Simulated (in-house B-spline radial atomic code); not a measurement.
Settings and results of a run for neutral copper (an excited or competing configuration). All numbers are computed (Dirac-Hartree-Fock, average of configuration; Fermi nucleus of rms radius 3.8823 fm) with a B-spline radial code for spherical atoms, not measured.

Command:
```bash
python run_scf.py task.json out
```
Settings (nuclear radius in fm, mass in u):
```
Z                29
configuration    1s2 2s2 2p6 3s2 3p6 3d10 4s1
hamiltonian      dirac
method           hf
spin_polarised   False
nucleus          fermi
rms_radius       3.8823
atomic_mass      62.9296
speed_of_light   137.035999084
```

Output (hartree, bohr):
```
 radial grid: 78 intervals, B-splines of order 8, outer radius 50 bohr

 iter        energy (Eh)    residual
    1      -1652.8439384    4.12e-01
    2      -1653.3218848    6.23e-02
    3      -1653.4476507    1.72e-02
    4      -1653.4544212    8.33e-03
    5      -1653.4544722    5.14e-03
    6      -1653.4549196    2.44e-03
    7      -1653.4551159    3.16e-04
    8      -1653.4551180    1.72e-05
    9      -1653.4551180    4.39e-06
   10      -1653.4551180    6.76e-07
   11      -1653.4551180    3.75e-08

 total energy                    -1653.455118
 kinetic                           1683.08014
 electron-nucleus                 -3990.94152
 electron-electron                  654.40626

 first-order corrections (not in the total)
   Gaunt                            0.74557
   retardation                     -0.06764
   frequency dependence            -0.00223
   self-energy                      0.49791
   Uehling                         -0.04486
   Wichmann-Kroll                   0.00034
   recoil                           0.01085

 orbital      occ     eigenvalue          <r>       <r^2>       <1/r>     <1/r^2>       r_max    small
 1s1/2      2.000     -332.65428    0.0521032  0.00365233     29.1626        1750     0.03412  1.09e-02
 2s1/2      2.000      -41.67183     0.233869   0.0645941     6.39089      173.96      0.1961  2.09e-03
 2p1/2      2.000      -36.32017     0.203926     0.05109     6.31338     56.0679      0.1565  2.06e-03
 2p3/2      4.000      -35.55599     0.207169   0.0525992     6.17533     52.2112      0.1592  2.02e-03
 3s1/2      2.000       -5.15649     0.712773    0.587153     1.98813     25.4046      0.6139  4.46e-04
 3p1/2      2.000       -3.43112     0.746105    0.658344     1.84809     7.77391      0.6176  3.97e-04
 3p3/2      4.000       -3.32876     0.756231    0.676364     1.81646     7.25028      0.6254  3.89e-04
 3d3/2      4.000       -0.48788     0.990883      1.3354     1.39299     2.71444      0.6128  2.50e-04
 3d5/2      6.000       -0.47430      1.00204     1.36893     1.38032     2.66713      0.6164  2.47e-04
 4s1/2      1.000       -0.24477      3.26152     12.5521    0.391724    0.913076       2.537  1.99e-05
```

Time taken, with all properties: 1.4 s on 1 thread of Arm Neoverse V1, on a shared host.

For the Dirac Hamiltonian the kinetic term is c α·p + (β - 1)c².
